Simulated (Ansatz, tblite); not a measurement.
Cost and result up the ladder for Sn19H28, a nanocrystal cut from cubic tin (47 atoms). Charge 0, multiplicity 1. Geometry: PBE-D4/def2-SVP.

```xyz
47

Sn   -1.798   -4.298   -1.464
Sn   -4.279   -1.810    1.512
Sn    2.751   -3.595   -1.832
Sn    0.249   -1.043    1.078
Sn    4.806   -0.405    0.772
Sn    1.974    0.909   -2.671
Sn    2.320    2.092    3.756
Sn   -2.553    0.209   -2.300
Sn   -0.500    3.393    0.301
Sn   -2.213    1.386    4.127
Sn    0.430   -4.446   -3.177
Sn   -2.115   -1.739   -0.306
Sn   -4.620    0.623    2.884
Sn   -0.387    0.333   -4.101
Sn    2.462   -1.030   -0.681
Sn   -0.039    1.479    2.323
Sn    4.615    2.053    2.128
Sn    1.634    3.470   -1.541
Sn   -2.823    2.781   -1.176
H    -3.251   -4.743   -2.310
H    -1.591   -5.451   -0.180
H    -3.969   -3.069    2.671
H    -5.736   -2.249    0.671
H     3.100   -4.725   -0.558
H     4.120   -3.608   -2.904
H     0.537   -2.240    2.316
H     5.071   -1.667    1.938
H     6.177   -0.412   -0.297
H     3.327    0.937   -3.772
H     2.511    0.911    5.017
H     2.148    3.636    4.535
H    -4.008   -0.198   -3.172
H    -0.682    4.960    1.045
H    -1.835    0.231    5.370
H    -2.392    2.927    4.911
H     0.632   -6.071   -3.761
H     0.161   -3.429   -4.556
H    -5.888    0.477    4.064
H    -5.098    1.852    1.758
H    -0.229   -1.147   -4.995
H    -0.677    1.607   -5.249
H     4.518    3.339    0.969
H     6.040    2.325    3.087
H     3.095    4.020   -0.783
H     1.246    4.599   -2.806
H    -4.242    2.883   -0.183
H    -2.999    3.944   -2.459
```

Ansatz on 5 threads of AMD EPYC 7R13 on a shared host and a share (37 GiB) of an NVIDIA H100 80GB HBM3; xTB runs through tblite on one thread. Times are rough, summed over both states, and most runs start from the orbitals of an earlier one. PBE0-D4/def2-SVP serves as the yardstick here, not as an exact answer. The other state is a doublet.

In the def2 sets Sn takes a core potential; there is no spin–orbit coupling. The xTB rows come from tblite. Single mean-field runs in def2-SVP are fitted with def2-universal-jkfit. HOMO above LUMO, or a gap near zero within one spin, warns that the state may not be the lowest or that an electron is smeared out.

Raw xTB energies of ions are shifted by several eV.

| level | functions | vertical IE (eV) | difference from PBE0-D4/def2-SVP (eV) | remarks |
| --- | --- | --- | --- | --- |
| PBE0-D4/def2-SVP (with forces) | 634 | 7.52 | 0.00 | – |
| GFN1-xTB | 227 | 11.58 | 4.06 | – |
| GFN2-xTB | 199 | 11.82 | 4.30 | – |
| BLYP-D4/def2-SVP | 634 | 6.94 | -0.58 | gap within one spin near zero (+1 doublet) |
| PBE-D4/def2-SVP (with forces) | 634 | 7.09 | -0.42 | gap within one spin near zero (+1 doublet) |

(1) Estimate how long each takes.

Results:

(1) GFN1-xTB 0.6 s; GFN2-xTB 1.1 s; BLYP-D4/def2-SVP 46 s; PBE-D4/def2-SVP (with forces) 55 s; PBE0-D4/def2-SVP (with forces) 65 s. On shared hardware such times vary by a factor of up to 3.
